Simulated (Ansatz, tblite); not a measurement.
Removing and adding an electron: `FC(F)(F)c1ccc(-c2ccc(-c3ccc(-c4ccc(C(F)(F)F)cc4)cc3)cc2)cc1`. Total charge 0; singlet. Geometry: r2SCAN-D4/def2-SVP. Ansatz, gas phase; energy differences of separate SCF runs; the oxidised species was run as a doublet alone; the reduced species was run as a doublet alone.

```
atom   x (Å)   y (Å)   z (Å)
  F1   3.592   7.436  -5.634
  C2   2.791   6.500  -6.168
  F3   3.453   5.942  -7.200
  F4   1.727   7.137  -6.696
  C5   2.370   5.467  -5.163
  C6   2.685   5.601  -3.808
  C7   2.266   4.632  -2.897
  C8   1.524   3.512  -3.318
  C9   1.080   2.486  -2.350
 C10  -0.159   1.835  -2.498
 C11  -0.580   0.873  -1.583
 C12   0.222   0.513  -0.484
 C13  -0.223  -0.511   0.485
 C14   0.697  -1.388   1.093
 C15   0.277  -2.354   2.003
 C16  -1.081  -2.483   2.353
 C17  -1.526  -3.506   3.324
 C18  -0.905  -4.771   3.378
 C19  -1.323  -5.735   4.290
 C20  -2.373  -5.455   5.175
 C21  -2.790  -6.509   6.160
 F22  -3.876  -6.149   6.863
 F23  -1.808  -6.772   7.045
 F24  -3.073  -7.673   5.544
 C25  -3.000  -4.206   5.137
 C26  -2.579  -3.244   4.219
 C27  -2.000  -1.605   1.749
 C28  -1.581  -0.643   0.833
 C29   1.464   1.162  -0.339
 C30   1.881   2.129  -1.249
 C31   1.216   3.395  -4.689
 C32   1.634   4.358  -5.602
 H33   3.251   6.471  -3.466
 H34   2.493   4.760  -1.836
 H35  -0.812   2.101  -3.334
 H36  -1.542   0.375  -1.735
 H37   1.756  -1.324   0.830
 H38   1.019  -3.011   2.466
 H39  -0.104  -5.009   2.672
 H40  -0.841  -6.718   4.310
 H41  -3.812  -3.986   5.834
 H42  -3.058  -2.261   4.216
 H43  -3.064  -1.689   1.987
 H44  -2.318   0.034   0.393
 H45   2.103   0.918   0.514
 H46   2.857   2.605  -1.115
 H47   0.668   2.518  -5.045
 H48   1.401   4.245  -6.665
```

The xTB rows come from tblite. Single mean-field runs in def2-TZVP are fitted with def2-universal-jkfit.

Problem. Estimate orbital energies and vertical ionisation energies and electron affinities at: GFN1-xTB; GFN2-xTB; PBE-D4/def2-TZVP; PBE0-D4/def2-TZVP.

Solution. 
```json
{"level": "GFN1-xTB", "−HOMO (eV)": "11.66", "vertical IE (eV)": "13.38", "−LUMO (eV)": "8.80", "vertical EA (eV)": "7.18", "HOMO–LUMO gap (eV)": "2.85", "IE − EA (eV)": "6.21", "remarks": "–"}
{"level": "GFN2-xTB", "−HOMO (eV)": "10.73", "vertical IE (eV)": "12.54", "−LUMO (eV)": "7.88", "vertical EA (eV)": "6.23", "HOMO–LUMO gap (eV)": "2.85", "IE − EA (eV)": "6.31", "remarks": "–"}
{"level": "PBE-D4/def2-TZVP", "−HOMO (eV)": "5.69", "vertical IE (eV)": "7.36", "−LUMO (eV)": "2.73", "vertical EA (eV)": "1.25", "HOMO–LUMO gap (eV)": "2.96", "IE − EA (eV)": "6.11", "remarks": "HOMO above zero (-1 doublet)"}
{"level": "PBE0-D4/def2-TZVP", "−HOMO (eV)": "6.52", "vertical IE (eV)": "7.66", "−LUMO (eV)": "2.01", "vertical EA (eV)": "1.00", "HOMO–LUMO gap (eV)": "4.50", "IE − EA (eV)": "6.66", "remarks": "HOMO above zero (-1 doublet)"}
```

   A HOMO above zero means that the electron is unbound at that level or that self-interaction error raises the level; the energy of removing that electron tells which. Raw xTB energy differences between charge states are shifted by several eV; the methods need an empirical correction for them. Sets without diffuse functions give affinities that are too small.
